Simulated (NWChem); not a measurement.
System: CH₂F₂O₂Si; SMILES F[Si]1(F)OCO1

```xyz
8

F      0.0000    -1.2634     1.3402
Si     0.0000     0.0000     0.3706
F      0.0000     1.2634     1.3402
O     -1.1048     0.0000    -0.8671
C      0.0000     0.0000    -1.7740
O      1.1048     0.0000    -0.8671
H      0.0000    -0.9092    -2.3975
H      0.0000     0.9092    -2.3975
```
Atoms are numbered in this order, from 1.

Results from NWChem. Medium grid unless said otherwise, to which SCAN and Minnesota functionals are sensitive. Geometry: optimised at PBE0/def2-SVP.

### Question
Order these by “highest occupied level (eV)”, lowest first: PBE/def2-TZVP; Hartree-Fock/def2-TZVP; PBE0/def2-TZVP; CAM-B3LYP/def2-TZVP.

### Answer
Hartree-Fock/def2-TZVP (-13.20), CAM-B3LYP/def2-TZVP (-10.64), PBE0/def2-TZVP (-9.13), PBE/def2-TZVP (-7.50)
